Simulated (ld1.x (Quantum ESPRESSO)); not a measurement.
**What one change does to a pseudopotential (gallium (Ga), PAW)**

Ga, PAW, made with ld1.x (Quantum ESPRESSO) 7.5 (LDA (PZ), scalar-relativistic). Core [Ar] 3d10, reference 4s1 4p0 (charge +2). Waves: 4s (bound): rcut 1.60, rcutus 1.70 bohr; 4s channel at -0.95 Ry: rcut 1.60, rcutus 1.70 bohr; 4p (bound, empty): rcut 1.40, rcutus 1.80 bohr; 4p channel at 0.35 Ry: rcut 1.40, rcutus 1.80 bohr; 4d channel at -0.15 Ry: rc 1.50 bohr. Local part: the d channel. Core correction: a·sin(br)/r model core inside 1.20 bohr. Augmentation charge: PSQ, inside the norm-conserving radii.

All-electron outer shells of the reference configuration (LDA (PZ), scalar-relativistic, ld1.x):

```tsv
shell	level (eV)	outermost node (bohr)	outermost maximum (bohr)
4s	-26.48	0.80	1.78
4p	-18.04	0.86	2.10
```

Change: wave 4d channel at -0.15 Ry: rc 1.50 bohr becomes 4d channel at -0.15 Ry: rc 2.12 bohr.

Cutoffs: the cutoffs (Ry, on a coarse ladder) from which the occupation-weighted sum of valence levels, in a spherical-Bessel basis at the reference potential, stays within 10 and 1 mRy of its value at 400 Ry; they do not see the model core or the augmentation charge, which bear on the density cutoff. Errors are all-electron minus pseudo energies relative to the spin-unpolarised reference configuration.

Task: What does the change do?

Result: The potential gets neither clearly harder nor softer (10 Ry and 15 Ry → 10 Ry and 15 Ry); the bound ghost in p, s disappears; the errors of the 9 common tests hardly move.

| quantity | base | changed |
| --- | --- | --- |
| cutoff, loose | 10 Ry | 10 Ry |
| cutoff, tight | 15 Ry | 15 Ry |
| bound ghosts | s, p | none |
| error for 4s2 4p1, meV [ΔE -27.39 eV] | -174 | -172 |
| error for 4s2 4p0, meV [ΔE -21.50 eV] | -104 | -103 |
| error for 4s2 4p0.5, meV [ΔE -25.27 eV] | -146 | -145 |
| error for 4s1 4p1, meV [ΔE -14.05 eV] | -39 | -39 |
| error for 4s1 4p2, meV [ΔE -20.78 eV] | -87 | -86 |
| error for 4s0 4p3, meV [ΔE -13.85 eV] | -33 | -33 |
| error for 4s2 4p1.3, meV [ΔE -27.97 eV] | -182 | -180 |
| error for 4s1 4p0 (spin-polarised), meV [ΔE -0.31 eV] | -9.2 | -9.2 |
| error for 4s2 4p1 (spin-polarised), meV [ΔE -27.53 eV] | -175 | -174 |
| lowest overlap eigenvalue by channel | s 0.22, p 0.53 | s 0.30, p 0.36 |

 A true bound ghost makes a file unfit for plane-wave use even where its test errors are small: the radial tests pick states by their node count and pass the ghost by.
